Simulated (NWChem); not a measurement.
A series in which one site is exchanged, each optimised at PBE0/def2-SVP with NWChem, gas phase unless a solvent is named. All stand in one matching conformer (torsions within 35°), which need not be the lowest. For some, no frequency run checked for a minimum. def2 effective core potentials on In; no spin-orbit coupling.

A: C=[CH][AlH2] (C₂H₅Al; site = Al)
B: BC=C (C$_{2}$H$_{5}$B; site = B)
C: C=[CH][InH2] (C₂H₅In; site = In)
D: C=[CH][GaH2] (C$_{2}$H$_{5}$Ga; site = Ga)

Q: Rank them by static polarisability, CAM-B3LYP/def2-SVPD (bohr³), lowest first.

A: B (41.8), A (54.6), D (55.9), C (64.5)
